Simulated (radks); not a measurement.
Spherical jellium clusters: N electrons in a uniform positive sphere of charge N and radius rs N^(1/3), rs = 5.31 bohr. Method: non-relativistic Kohn-Sham, PBE, spin-polarised, spherical densities; computed with a radial shooting solver with Libxc functionals. Levels are named by radial order and angular momentum (1s, 1p, 1d, 2s, ...), and open shells are averaged over m.

N = 2, configuration 1s2. This is the lowest configuration that the search found. Occupied and some empty levels:

| level | occupation | eigenvalue (eV) | <r> (bohr) |
|---|---|---|---|
| 1s | 2 | -2.5521 | 5.090 |
| 1p | 0 | -1.2158 | 6.937 |

Energy (eV): total -3.34907, kinetic 2.0373, external -19.245, Hartree 9.6357, exchange-correlation -5.5387, background 9.7617.

Electron density:

| r (bohr) | n(r) (e/bohr^3) |
|---|---|
| 0.498 | 0.003366 |
| 1.05 | 0.003276 |
| 1.61 | 0.003122 |
| 2.16 | 0.002907 |
| 2.71 | 0.002635 |
| 3.27 | 0.002316 |
| 3.82 | 0.001968 |
| 4.38 | 0.001609 |
| 4.93 | 0.001262 |
| 5.49 | 0.0009456 |
| 6.04 | 0.0006752 |
| 6.60 | 0.0004604 |
| 7.15 | 0.0003020 |
| 7.71 | 0.0001931 |
| 8.26 | 0.0001213 |
| 8.81 | 0.00007525 |
| 9.37 | 0.00004629 |
| 9.92 | 0.00002822 |
| 10.5 | 0.00001706 |
| 11.0 | 0.00001031 |
